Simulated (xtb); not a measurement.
C2H8AlN, SMILES [CH3][Al]([CH3])[NH2]. All values are semi-empirical tight-binding results from xtb (GFN2-xTB unless named), good for trends rather than for accurate numbers. The structure is a stationary point at GFN2-xTB. The structure was generated by enumeration; whether it is a known compound was not checked. One conformer was computed; it need not be the lowest.

For metal compounds this method's bond lengths and energies can be far off.

```json
{
 "orbital_gap": "4.51 eV",
 "zero_point_energy": "57.6 kcal/mol",
 "G − E(el) at 298.15 K (modified RRHO)": "37.4 kcal/mol"
}
```
